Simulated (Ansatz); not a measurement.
Compare A (`ClC[SiH2]Br`) with its isomer B (`C[SiH](Cl)Br`).

Gas-phase electronic energies from Ansatz, PBE0-D4/def2-TZVP geometries. CBS: MP2 limit from def2 TZ/QZ plus the TZ coupled-cluster correction, frozen cores. Functionals use def2-TZVPP. B3LYP here is the variant with VWN-RPA as its local correlation; programs differ in this. For Br outer-core shells are correlated without core-valence functions, which leaves a few kJ/mol of doubt a bond. Scalar relativity is left out up to krypton. One conformer a species, not always the lowest.

Which is lower in electronic energy at CCSD(T)/CBS, and by how much? (An estimate is asked.)

Computed: B, by 44.1 kcal/mol.

Give E(B) − E(A) in kcal/mol with B3LYP, CCSD(T)/def2-TZVPP, B2PLYP, B3LYP-D4, PBE0-D4, MP2/def2-TZVPP, HF/def2-TZVPP. (Estimate.)

The calculation gave: B3LYP -43.3, CCSD(T)/def2-TZVPP -43.5, B2PLYP -44.1, B3LYP-D4 -43.4, PBE0-D4 -44.0, MP2/def2-TZVPP -45.3, HF/def2-TZVPP -44.3. None reverses the order clearly.

Largest T1 diagnostic: 0.008.

From PBE to PBE0 (25 % exact exchange), in def2-TZVPP and without D4, E(B) − E(A) moves by −1.1 kcal/mol.
